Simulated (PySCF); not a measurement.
B(H)(Cl)(NMe2) (C2H7BClN), SMILES CN(C)BCl.

Geometry optimised at B3LYP-D3(BJ)/def2-SVP. The structure was generated by enumeration, and PubChem lists no compound with its InChIKey, so it may never have been made. The values are those of a single conformer.

Two levels are set side by side: PBE/def2-TZVP (PySCF) and M06-2X/def2-TZVP (PySCF). Same geometry, gas phase. Differences are taken from unrounded values.

```csv
quantity,M06-2X
orbital gap (eV),9.68
highest occupied level (eV),-8.72
lowest empty level (eV),0.97
dipole moment (D),2.87
mean polarisability (bohr³),59.8
```

What does PBE give, and how far is it from M06-2X? (An estimate is asked for; the answer gives what the named calculation found.)


```csv
quantity,PBE,PBE minus M06-2X
orbital gap (eV),5.41,-4.28
highest occupied level (eV),-6.19,2.53
lowest empty level (eV),-0.78,-1.75
dipole moment (D),2.85,-0.02
mean polarisability (bohr³),63.0,3.2
```

PBE's occupied levels lie high since its potential decays too fast outside the molecule; exact exchange lowers them and widens the gap. Loosely held outer electrons make PBE densities more polarisable. Differences between two approximate levels are no errors against the true value.

Rough cost on one machine, each run with all the roots and properties that it gave: M06-2X against PBE about 3 times.
